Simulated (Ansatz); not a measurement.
Name a neutral molecule of B, C, N, O and H with size of the dipole moment (ωB97M-V/def2-TZVPP) between 2.35 and 2.65 D and size of the dipole moment (PBE/def2-TZVPP) between 2.40 and 2.70 D (Ansatz, PBE0-D4/def2-TZVP geometry).

`NB(N)CO` (2.48 D, 2.42 D); `OC1BN1` (2.47 D, 2.49 D); `B1NCO1` (2.56 D, 2.56 D); `NB1CO1` (2.58 D, 2.47 D); `CNB(C)O` (2.54 D, 2.53 D); `N=C(O)BN` (2.59 D, 2.59 D). Other molecules can fit too; these were computed, each in one conformer that needn't be the lowest.
